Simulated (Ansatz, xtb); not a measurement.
C6H4S2: which of two isomers lies lower

Structure X is `C#Cc1cscc1S`, a singlet and structure Y is `C#Cc1sccc1S`, a singlet. Both are isolated molecules in the gas phase, relaxed with B3LYP-D3(BJ)/def2-SVP; the shapes shown needn't be the lowest conformers.

X (Å):

```xyz
12

C    -3.7699    0.5882   -1.5052
C    -2.7970    0.0115   -1.0641
C    -1.6533   -0.6812   -0.5759
C    -1.1092   -0.5128    0.6832
C     0.1453   -2.1821   -0.6562
C    -0.9152   -1.6577   -1.3523
S     0.2685   -1.5089    0.9385
S    -1.4206   -2.0475   -3.0032
H    -4.6304    1.0989   -1.8938
H    -1.4687    0.1570    1.4616
H     0.8630   -2.9282   -0.9912
H    -0.4436   -2.9534   -3.2330
```

Y (Å):

```yaml
atoms:
  - { symbol: C, position_ang: [-3.5124, 0.8759, -2.4110] }
  - { symbol: C, position_ang: [-2.6240, 0.3144, -1.8000] }
  - { symbol: C, position_ang: [-1.5990, -0.3491, -1.0934] }
  - { symbol: C, position_ang: [0.4133, -0.9265, 0.2572] }
  - { symbol: C, position_ang: [-0.2825, -2.0403, -0.1402] }
  - { symbol: C, position_ang: [-1.4395, -1.7194, -0.9160] }
  - { symbol: S, position_ang: [-0.3116, 0.5358, -0.2961] }
  - { symbol: S, position_ang: [-2.5827, -2.8788, -1.6038] }
  - { symbol: H, position_ang: [-4.2980, 1.3677, -2.9525] }
  - { symbol: H, position_ang: [1.3252, -0.8935, 0.8519] }
  - { symbol: H, position_ang: [0.0163, -3.0588, 0.1096] }
  - { symbol: H, position_ang: [-1.9551, -3.9786, -1.1317] }
```

Energies in hartree; the thermal terms are from GFN2-xTB frequencies at re-optimised GFN2-xTB minima (ideal gas, soft modes damped towards free rotors, one conformer each, 298.15 K, 1 atm) and include the zero-point energy:

```
                               X            Y
E, CCSD(T)/def2-SVP  −1025.209428  −1025.210053
    E, MP2/def2-SVP  −1025.115004  −1025.116162
  E, MP2/def2-TZVPP  −1025.894836  −1025.895741
  zero-point energy      0.072190      0.072147
       H(298 K) − E      0.081471      0.081503
       G(298 K) − E      0.038809      0.038646
```

**Question.** Correct the CCSD(T) difference for the basis set by the MP2 change, then work out ΔE, ΔE₀, ΔH and ΔG for X → Y in kcal/mol (1 Eh = 627.51 kcal/mol) and the equilibrium ratio [Y]/[X].

**Answer.** 1. Differences Y − X: CCSD(T) −0.000625, MP2 in the small set −0.001158, MP2 in the large set −0.000905 Eh.
2. ΔE = −0.000625 + (−0.000905 − (−0.001158)) = −0.000372 Eh = −0.23 kcal/mol.
3. ΔE₀ = ΔE + ΔZPE = −0.000372 + (−0.000043) Eh = −0.26 kcal/mol.
4. ΔH = ΔE + (+0.000032) Eh = −0.21 kcal/mol.
5. ΔG = ΔE + (−0.000163) Eh = −0.34 kcal/mol, so ΔS = (ΔH − ΔG)/T = +1.7 J/(mol K).
6. kT = 0.9442 mEh, so K = [Y]/[X] = exp(−ΔG/kT) = exp(+0.57) ≈ 1.8.

The two are too close for this level to say which is favoured. An error of 1 kcal/mol in ΔG would change K by a factor of 5.4. Mirror images and further conformers aren't counted.

As drawn, both hold the same kinds of bond in the same numbers.

Other levels gave ΔE = −0.7 (GFN2-xTB); −0.9 (HF/STO-3G, GFN2-xTB geometries); −1.5 (r2SCAN-D4/def2-SVP, GFN2-xTB geometries); −1.2 (B3LYP-D3(BJ)/def2-SVP); −0.1 (HF/def2-SVP); −0.7 (MP2/def2-SVP); −0.4 (CCSD(T)/def2-SVP) kcal/mol. The correlated steps freeze 16 core orbitals. Programs: Ansatz 0.2.0, xtb 6.7.1.
